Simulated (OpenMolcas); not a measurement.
## Fe2+: effect of the IPEA shift

```
Program             : OpenMolcas 26.06
Basis               : ANO-RCC-VTZP [6s5p3d2f1g]
Scalar Hamiltonian  : DKH2, point nucleus
Active space        : 6 electrons in 5 orbitals (3d)
State averaging     : 2S+1 = 5 even, 5 roots; 2S+1 = 3 even, 45 roots kept (CI in the orbitals of an earlier block); 2S+1 = 1 even, 50 roots kept (CI in the orbitals of an earlier block)
Spin-orbit coupling : state interaction with AMFI integrals over the reference wave functions, term energies averaged over their components
```

Methods on the same reference wave functions:
A. CASSCF
B. MS-CASPT2, IPEA 0 Eh, imaginary shift 0.1 Eh (closed shells correlated: 3s 3p)
C. MS-CASPT2, IPEA 0.25 Eh, imaginary shift 0.1 Eh (closed shells correlated: 3s 3p)

Energies in cm⁻¹ above 3d⁶ ⁵D₄, the measured ground level; measured values from Corliss and Sugar, J. Phys. Chem. Ref. Data 11, 135 (1982).

| Level | A | B | C | Measured |
| --- | --- | --- | --- | --- |
| 3d⁶ ⁵D₄ | 0.0 | 0.0 | 0.0 | 0.0 |
| 3d⁶ ⁵D₃ | 435 | 438 | 437 | 436 |
| 3d⁶ ⁵D₂ | 745 | 745 | 745 | 739 |
| 3d⁶ ⁵D₁ | 946 | 943 | 943 | 932 |
| 3d⁶ ⁵D₀ | 1045 | 1039 | 1040 | 1027 |
| 3d⁶ ³H₆ | 22546 | 20330 | 20920 | 20051 |
| 3d⁶ ³H₅ | 22778 | 20550 | 21140 | 20301 |
| 3d⁶ ³H₄ | 22954 | 20710 | 21300 | 20482 |
| 3d⁶ ³P₂(1) | 24711 | 19120 | 20000 | 19405 |
| 3d⁶ ³F₄(1) | 25855 | 21400 | 22250 | 21462 |
| 3d⁶ ³P₁(1) | 25997 | 20400 | 21280 | 20688 |
| 3d⁶ ³F₃(1) | 26096 | 21610 | 22470 | 21700 |
| 3d⁶ ³F₂(1) | 26275 | 21770 | 22630 | 21857 |
| 3d⁶ ³P₀(1) | 26548 | 20950 | 21830 | 21208 |
| 3d⁶ ³G₅ | 28519 | 24830 | 25460 | 24559 |
| 3d⁶ ³G₄ | 28921 | 25200 | 25840 | 24941 |
| 3d⁶ ³G₃ | 29113 | 25390 | 26030 | 25142 |
| 3d⁶ ¹I₆ | 33971 | 31410 | 31770 | 30356 |
| 3d⁶ ¹G₄(1) | 35851 | 32140 | 32530 | 30886 |
| 3d⁶ ³D₁ | 36956 | 30890 | 31710 |  |
| 3d⁶ ³D₂ | 36986 | 30910 | 31720 |  |
| 3d⁶ ³D₃ | 37108 | 31040 | 31860 | 30858 |
| 3d⁶ ¹S₀(1) | 41736 | 35320 | 36270 | 34812 |
| 3d⁶ ¹D₂(1) | 44725 | 37300 | 37670 | 35804 |

Deviations, from unrounded energies. A percentage is the sum of absolute deviations over the sum of measured energies, with the sign that they share, or ± where signs differ.

```csv
Against measurement,Levels,A,B,C
mean absolute deviation (cm-1),21,3800,340,800
fine structure of the ground term (%),4,±1.2,+1.0,+1.0
other terms of the ground configuration (%),17,+18.7,±1.7,+3.9
```

B lies closest to measurement on these levels and A furthest from it. The largest miss of B in the table is 3d⁶ ¹D₂(1), by +1500 cm-1. The ranking rests on the paired levels alone, and a cruder setting can come out closer through cancelling errors.

Between B and C the level of the table that moves most is 3d⁶ ¹S₀(1), by 950 cm-1 (lowest in B, highest in C). Moves below CASPT2's spread within the term are not significant.

The mean deviations of B to C differ by less than CASPT2's widest spread within a term (1100 cm-1), so their order carries little weight.

From A to B the spin-free energies of the other terms of 3d⁶ shown, above ⁵D, scale by factors of 0.77 to 0.92, as is usual when dynamic correlation screens the repulsion within a d or f shell.

The lowest spin-free term lies below A's lowest term by 0.460 hartree in B, 0.451 hartree in C.

CASPT2 does not keep the components of a term degenerate, so their means are used; among the terms shown or strongly mixed into the levels shown the widest spread is 1100 cm-1 (3d⁶ ¹I, C). Terms from blocks run as CI alone lack orbitals of their own. The CASPT2 spread within a term exceeds the gap to the next term for 3d⁶ ³D and 3d⁶ ¹I, so the order of their levels is uncertain (figures for B; the like holds for C). Without dynamic correlation excited terms often stand tens of per cent too high (terms of higher spin than the ground term too low), and those without a measured partner can miss by more than the paired ones (holds for A). Some levels mix across a computed gap that differs much from the measured one, so their mixing is not that of the real levels (holds for B). Computed and measured levels are paired by configuration, term and J; levels that our copy of the source lacks, or whose pairing is in doubt (as where it misses far off the trend of its configuration), stay unpaired and out of the deviations. Levels of configurations outside the active space are missing. Levels that lie high or do not pair safely by name in every column are left out.

A number in round brackets counts repeated terms of one configuration in the order of the reference energies.
